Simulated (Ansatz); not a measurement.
C2H5BO can be A, `CC1BO1`, or B, `BOC=C`.

Isolated molecules relaxed with PBE0-D4/def2-TZVP in Ansatz; ΔE leaves out vibrations. CBS: MP2 limit from def2 TZ/QZ plus the TZ coupled-cluster correction, frozen cores. Functionals use def2-TZVPP. B3LYP here is the variant with VWN-RPA as its local correlation; programs differ in this. One conformer a species, not always the lowest.

(1) Which isomer does CCSD(T)/CBS put lower? Give the gap. (Estimate.)

(2) Give E(B) − E(A) in kJ/mol with ωB97M-V, HF/def2-TZVPP, B2PLYP, B3LYP-D4, CCSD/def2-TZVPP, LDA (SPW92), r2SCAN-D4. (An estimate is asked.)

(3) Does the order hold for the free energy at 298.15 K (harmonic terms from PBE0-D4)? (Estimate.)

Largest T1 diagnostic: 0.015.

Answers

(1) Ansatz gave: B, by 27.1 kJ/mol.

(2) The calculation gave: ωB97M-V -22.4, HF/def2-TZVPP -58.6, B2PLYP -30.6, B3LYP-D4 -35.6, CCSD/def2-TZVPP -30.7, LDA (SPW92) -9.6, r2SCAN-D4 -17.6. None reverses the order clearly.

(3) Computed: Yes: G(B) − G(A) = -32.6 kJ/mol, for one conformer each.

Leaving LDA and LC-ωPBE aside and taking each functional with its dispersion term where it has one, the values, not all of them listed here, spread over 27.1 kJ/mol, from BHLYP-D4 to PBE-D4. LDA lies +4.1 kJ/mol from PBE without D4. In def2-TZVPP, CCSD(T) changes the Hartree–Fock value by +30.4 kJ/mol (the triples alone add +2.4 kJ/mol) and MP2 by +40.2 kJ/mol.
